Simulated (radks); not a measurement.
Spherical jellium clusters: N electrons in a uniform positive sphere of charge N and radius rs N^(1/3), rs = 2.49 bohr. Calculated with a radial shooting solver with Libxc functionals: non-relativistic Kohn-Sham, PBEsol, spin-polarised, spherical densities. Levels are named by radial order and angular momentum (1s, 1p, 1d, 2s, ...), and open shells are averaged over m.

N = 17, configuration 1s2 1p6 1d(up 5, down 4). This is the lowest configuration that the search found. Occupied and some empty levels:

level    occupation  eigenvalue (eV)  <r> (bohr)
1s up             1          -9.1082       3.844
1s down           1          -9.0232       3.802
1p up             3          -6.7344       4.837
1p down           3          -6.6000       4.821
1d up             5          -4.0832       5.638
1d down           4          -3.9332       5.643
2s up             0          -3.5840       5.229
2s down           0          -3.5076       5.247
1f up             0          -1.3061       6.616
1f down           0          -1.1648       6.664
2p up             0          -1.0831       7.685
2p down           0          -1.0109       7.776

Energy (eV): total -18.7190, kinetic 68.069, external -1422.1, Hartree 688.51, exchange-correlation -90.144, background 736.97.

Electron density:

r (bohr)  n(r) (e/bohr^3)
0.487            0.008696
1.03             0.009532
1.57              0.01094
2.11              0.01278
2.66              0.01474
3.20              0.01637
3.74              0.01714
4.28              0.01664
4.83              0.01473
5.37              0.01175
5.91             0.008373
6.45             0.005336
6.99             0.003108
7.54             0.001705
8.08            0.0008978
8.62            0.0004612
9.16            0.0002338
9.71            0.0001182
10.2           0.00005944
10.8           0.00003007
